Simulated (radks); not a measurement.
The numbers below are computed, except where a source is named.
Valence configurations of Cu I (all share [Ar]). Level of theory: scalar-relativistic Kohn-Sham, r2SCAN, spin-unpolarised, spherical densities, finite nucleus; meta-GGA in the generalised Kohn-Sham scheme; Fermi nuclear charge, rms radius 3.8823 fm (a radial shooting solver on a logarithmic mesh with Libxc functionals). Energies are relative to 3d10 4s1; eigenvalues in eV.

| valence | E (eV) | e(3d) | e(4p) | e(4s) |
|---|---|---|---|---|
| 3d10 4s1 | 0.000 | -5.122 | - | -4.523 |
| 3d10 4s0.5 4p0.5 | 2.028 | -6.336 | -1.128 | -5.215 |
| 3d9 4s2 | 2.044 | -9.776 | - | -6.048 |
| 3d9.5 4s1 4p0.5 | 2.936 | -8.451 | -1.325 | -5.919 |
| 3d10 4p1 | 4.106 | -7.354 | -1.593 | - |
| 3d9.5 4s0.5 4p1 | 5.243 | -9.483 | -1.792 | -6.442 |
| 3d9 4s1 4p1 | 7.171 | -11.896 | -2.040 | -7.186 |
| 3d9 4p2 | 12.369 | -13.718 | -2.794 | - |
| 3d8 4s2 4p1 | 13.897 | -17.590 | -2.573 | -8.653 |
| 3d8 4s1 4p2 | 20.030 | -19.354 | -3.344 | -9.528 |

NIST lists [Ar] 3d10 4s1 as the ground configuration; this level of theory agrees among the configurations tried. The energies are those of spherical spin-averaged densities, not of single terms.
